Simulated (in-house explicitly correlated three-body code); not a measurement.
Computed with an exponentially correlated three-body code. Model: two electrons around a point charge, non-relativistic, variational in 260 exponentially correlated functions (energies converged to about 1e-7 hartree, or 1e-8 relative for large Z).

For this charge the correlation energy is taken as exact minus Hartree-Fock, from which it differs by microhartrees, and the kinetic parts follow from it.

For two electrons in a singlet the Kohn-Sham orbital is the square root of half the density, so the exact Kohn-Sham potential and energy parts follow from the density alone, and exchange is minus half the Hartree energy. The Kohn-Sham level equals minus the binding energy of the second electron.

Command:
```bash
python run_hyl.py task.json out
```
Settings (lengths in bohr, energies in hartree):
```
Z                      9.6
interaction_strength   1
functions              260
states_tried           13
```

Cost of the run: 19 s on 1 thread of AMD EPYC 9R45 96-Core Processor (Zen 5), on a shared host.

**Those bound S and P states to n = 4 that converged, binding against the one-electron ion.**

Given: nuclear charge 9.6.

Computed: one-electron threshold -46.08 hartree.

```json
{"term": "1 1S", "energy (hartree)": "-86.3167711", "binding (eV)": "1094.9", "quantum defect": "0.041324"}
{"term": "2 3S", "energy (hartree)": "-55.8438416", "binding (eV)": "265.69", "quantum defect": "0.053864"}
{"term": "2 3P", "energy (hartree)": "?", "binding (eV)": "?", "quantum defect": "?"}
{"term": "2 1S", "energy (hartree)": "-55.4880311", "binding (eV)": "256.01", "quantum defect": "0.017405"}
{"term": "2 1P", "energy (hartree)": "-55.2595114", "binding (eV)": "249.79", "quantum defect": "-0.0071215"}
{"term": "3 3S", "energy (hartree)": "?", "binding (eV)": "?", "quantum defect": "?"}
{"term": "3 3P", "energy (hartree)": "-50.2410161", "binding (eV)": "113.23", "quantum defect": "0.01885"}
{"term": "3 1S", "energy (hartree)": "-50.238802", "binding (eV)": "113.17", "quantum defect": "0.018057"}
{"term": "3 1P", "energy (hartree)": "-50.1724997", "binding (eV)": "111.36", "quantum defect": "-0.006001"}
{"term": "4 3S", "energy (hartree)": "-48.4506061", "binding (eV)": "64.507", "quantum defect": "0.050394"}
{"term": "4 3P", "energy (hartree)": "-48.4129422", "binding (eV)": "63.483", "quantum defect": "0.01864"}
{"term": "4 1S", "energy (hartree)": "-48.412512", "binding (eV)": "63.471", "quantum defect": "0.018273"}
{"term": "4 1P", "energy (hartree)": "-48.3847738", "binding (eV)": "62.716", "quantum defect": "-0.0056158"}
```

Task: What belongs in the row 2 3P?

Result: energy (hartree): -55.5078586; binding (eV): 256.55; quantum defect: 0.019491.

Task: What belongs in the row 3 3S?

Result: energy (hartree): -50.3328505; binding (eV): 115.73; quantum defect: 0.051213.

**Converged states only, values per electron or pair.**

```csv
term,mean r (bohr),mean r squared (bohr²),mean inverse r (1/bohr),mean r12 (bohr),mean inverse r12 (1/bohr),mean cosine,mean p1 dot p2 (bohr⁻²),delta r1 (bohr⁻³),delta r12 (bohr⁻³)
1 1S,0.16263,0.03545,9.2875,0.23954,5.6873,-0.013836,1.1639,262.58,28.619
2 3S,0.40996,0.27284,5.906,0.68976,1.7076,-0.0046623,0.088714,155.41,-
2 3P,0.36229,0.21029,5.887,0.60505,2.0153,-0.072544,-5.8455,139.74,-
2 1S,0.42101,0.29057,5.8841,0.70409,1.9994,-0.0072182,0.10228,154.58,5.0018
2 1P,0.37106,0.22217,5.8702,0.59913,2.1891,0.052144,5.6294,141.06,1.3567
3 3S,0.83737,1.3252,5.2865,1.5295,0.83433,-0.0015604,0.026113,145.02,-
3 3P,?,?,?,?,?,?,?,?,-
3 1S,0.85347,1.3823,5.2807,1.5599,0.9118,-0.0023117,0.032341,144.84,1.4564
3 1P,0.80768,1.2428,5.2767,1.4673,0.96684,0.012544,1.404,140.84,0.43877
4 3S,1.4392,4.1838,5.0723,2.7282,0.48784,-0.00067902,0.010951,142.56,-
4 3P,1.4025,3.9955,5.0702,2.6558,0.5211,-0.0068777,-0.52965,140.7,-
4 1S,?,?,?,?,?,?,?,?,?
4 1P,1.419,4.0951,5.0683,2.6867,0.54216,0.004923,0.55865,140.82,0.18973
```

Task: What belongs in the row 3 3P?

Result: mean r (bohr): 0.79525; mean r squared (bohr²): 1.2014; mean inverse r (1/bohr): 5.2812; mean r12 (bohr): 1.4476; mean inverse r12 (1/bohr): 0.91633; mean cosine: -0.017453; mean p1 dot p2 (bohr⁻²): -1.3604; delta r1 (bohr⁻³): 140.54.

Task: What belongs in the row 4 1S?

Result: mean r (bohr): 1.4606; mean r squared (bohr²): 4.3175; mean inverse r (1/bohr): 5.07; mean r12 (bohr): 2.7704; mean inverse r12 (1/bohr): 0.51914; mean cosine: -0.00099712; mean p1 dot p2 (bohr⁻²): 0.013934; delta r1 (bohr⁻³): 142.5; delta r12 (bohr⁻³): 0.60874.

**Exact Kohn-Sham parts of the ground state from its density.**

Computed: Kohn-Sham kinetic 86.272 hartree; Hartree energy 11.555 hartree; kinetic part of the DFT correlation energy 0.044468 hartree; potential part of the DFT correlation energy -0.090121 hartree; exact minus restricted Hartree-Fock -0.045653 hartree; Kohn-Sham level -1094.9 eV; restricted Hartree-Fock level -1095.2 eV; dipole polarisability 0.0012381 bohr³; C6 of two such species 4.1553e-05 hartree·bohr⁶.

Task: What is the total energy?

Result: -86.3167711 hartree.

Task: What is the exchange energy?

Result: -5.7775 hartree.

**Density and exact potentials over r, pair density (one pair, times 4 pi r12^2) and exact minus Kohn-Sham pair density over r12.**

| radius (bohr) | radial density (electrons/bohr) | exchange potential (hartree) | intracule density (1/bohr) | Coulomb hole against Kohn-Sham (1/bohr) | correlation potential (hartree) |
| --- | --- | --- | --- | --- | --- |
| 0.044 | 5.5153 | -8.5763 | 0.64982 | -0.04641 | -0.013 |
| 0.051 | 6.4887 | -8.3883 | 0.8479 | -0.05598 | -0.007 |
| 0.0591 | 7.4752 | -8.1606 | 1.0951 | -0.06582 | 0 |
| 0.0685 | 8.409 | -7.8881 | 1.3972 | -0.07497 | 0.006 |
| 0.0794 | 9.2013 | -7.5677 | 1.7545 | -0.08194 | 0.012 |
| 0.092 | 9.7501 | -7.1992 | 2.1579 | -0.08481 | 0.017 |
| 0.107 | 9.9595 | -6.7718 | 2.5993 | -0.08135 | 0.02 |
| 0.124 | 9.7397 | -6.311 | 3.0202 | -0.07004 | 0.021 |
| 0.143 | 9.0976 | -5.8323 | 3.3672 | -0.05123 | 0.02 |
| 0.166 | 8.0052 | -5.3079 | 3.6015 | -0.02491 | 0.017 |
| 0.192 | ? | ? | ? | ? | ? |
| 0.223 | 5.0528 | -4.257 | 3.4362 | 0.02849 | 0.009 |
| 0.258 | 3.5594 | -3.7612 | 3.0016 | 0.04361 | 0.006 |
| 0.299 | ? | ? | ? | ? | ? |
| 0.347 | 1.2678 | -2.8608 | 1.6835 | 0.03774 | 0.002 |
| 0.402 | 0.62561 | -2.4801 | 1.0469 | 0.02394 | 0.001 |
| 0.466 | 0.26303 | -2.1436 | 0.55652 | 0.01122 | 0 |

Task: What belongs in the row 0.192?

Result: radial density (electrons/bohr): 6.6261; exchange potential (hartree): -4.787; intracule density (1/bohr): 3.6395; Coulomb hole against Kohn-Sham (1/bohr): 0.003225; correlation potential (hartree): 0.013.

Task: What belongs in the row 0.299?

Result: radial density (electrons/bohr): 2.2589; exchange potential (hartree): -3.2923; intracule density (1/bohr): 2.382; Coulomb hole against Kohn-Sham (1/bohr): 0.04627; correlation potential (hartree): 0.004.
